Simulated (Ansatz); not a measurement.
Born–Oppenheimer molecular dynamics of Br + H2O2 (5 atoms, charge -1, multiplicity 1). It starts from a relaxed structure.

Computed with RKS PBE/def2-SVP in Ansatz 0.2.0.

```json
{
  "ensemble": "NVE (Milne-controlled integrator)",
  "time step": "0.5 fs",
  "steps asked": "100",
  "starting velocities drawn for": "1000 K",
  "seed": "740554"
}
```

First frame:

```xyz
5
Properties=species:S:1:pos:R:3
Br 0.066 0.373 -2.036
O -0.002 -0.904 0.867
O -0.063 0.538 1.129
H 0.030 -0.876 -0.139
H -0.031 0.868 0.179
```

Task: How far do the bonds stretch over the last three quarters of this one trajectory? (Pairs bonded in most of those frames.)

Result: 
```json
{"bond": "O2–O3", "mean (Å)": "1.489", "spread (Å)": "0.088", "shortest": "1.36", "longest": "1.61"}
{"bond": "O2–H4", "mean (Å)": "1.005", "spread (Å)": "0.037", "shortest": "0.95", "longest": "1.06"}
{"bond": "O3–H5", "mean (Å)": "1.029", "spread (Å)": "0.052", "shortest": "0.94", "longest": "1.10"}
```

Mean temperature of the second half: 417 K. The conserved energy stayed within 0.049 meV per atom of its start (net change 0.0082 meV per atom), so the integration is sound. A run of 0.05 ps of so small a system gives no equilibrium averages. Limits of this set-up: an anion without diffuse functions, the dipole of an ion depends on the origin.

Time of the run: 120 s on 1 thread of Intel(R) Xeon(R) Processor @ 2.70GHz, with other jobs on the host, peak memory 0.1 GiB.
